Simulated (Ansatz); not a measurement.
One change: `[F][Zn][CH2]BCl` becomes `N[CH2][Zn][F]`.

Ansatz, PBE0-D4/def2-TZVP geometries, multiplicity 1. Each molecule was computed in one conformer, which needn't be the lowest.

Scalar relativity is left out up to krypton.

```tsv
property	`[F][Zn][CH2]BCl`
HOMO energy (B3LYP/def2-TZVPP) / eV	-8.32
LUMO energy (ωB97M-V/def2-TZVPP) / eV	0.18
HOMO–LUMO gap (PBE/def2-TZVPP) / eV	4.69
HOMO energy (ωB97M-V/def2-TZVPP) / eV	-10.78
LUMO energy (PBE0/def2-TZVPP) / eV	-1.61
size of the dipole moment (B3LYP/def2-TZVPP) / D	2.60
```

(1) Give the same properties after the change, and the shifts. (An estimate is asked.)

Results:

(1) Computed: 
```
                                        property  `N[CH2][Zn][F]`  shift
             HOMO energy (B3LYP/def2-TZVPP) / eV            -6.72   1.60
           LUMO energy (ωB97M-V/def2-TZVPP) / eV             0.99   0.81
             HOMO–LUMO gap (PBE/def2-TZVPP) / eV             4.18  -0.51
           HOMO energy (ωB97M-V/def2-TZVPP) / eV            -9.24   1.54
              LUMO energy (PBE0/def2-TZVPP) / eV            -0.50   1.11
size of the dipole moment (B3LYP/def2-TZVPP) / D             3.72   1.12
```

With PBE0 the HOMO rises by 1.63 eV and the LUMO rises by 1.11 eV, so the gap narrows by about 0.52 eV. PBE moves the HOMO by 1.68 eV and ωB97M-V by 1.54 eV. Dipoles are sizes alone; their direction can turn.

B3LYP here is the variant with VWN-RPA as its local correlation; programs differ in this.
